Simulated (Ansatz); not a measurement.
Reaction (cleavage of the Al–B bond): `[AlH2][BH]O[SiH3]` + `C[SiH](O)F` → `C[SiH](F)[O][AlH2]` + `BO[SiH3]`

Isolated molecules relaxed with PBE0-D4/def2-TZVP in Ansatz; ΔE leaves out vibrations. CBS: MP2 limit from def2 TZ/QZ plus the TZ coupled-cluster correction, frozen cores. DFT in def2-TZVPP. B3LYP here is the variant with VWN-RPA as its local correlation; programs differ in this. Each species was taken in one conformer, which may not be the lowest.

(1) Is it downhill or uphill in electronic energy at CCSD(T)/CBS, and by how much? (Best estimate.)

(2) What do these levels give: PBE, r2SCAN, B3LYP, MP2/def2-TZVPP, CCSD/def2-TZVPP, SCS-MP2/def2-QZVPP? (Estimate.)

Largest T1 diagnostic among the species: 0.013.

Answers

(1) Computed: Downhill: ΔE = -209.0 kJ/mol.

(2) The calculation gave: PBE -185.3, r2SCAN -207.8, B3LYP -209.1, MP2/def2-TZVPP -219.1, CCSD/def2-TZVPP -211.2, SCS-MP2/def2-QZVPP -220.6 kJ/mol.

In def2-TZVPP, CCSD(T) changes the Hartree–Fock value by +18.9 kJ/mol (the triples alone add +2.5 kJ/mol) and MP2 by +8.5 kJ/mol. From PBE to PBE0 (25 % exact exchange), in def2-TZVPP and without D4, ΔE moves by −7.7 kJ/mol.
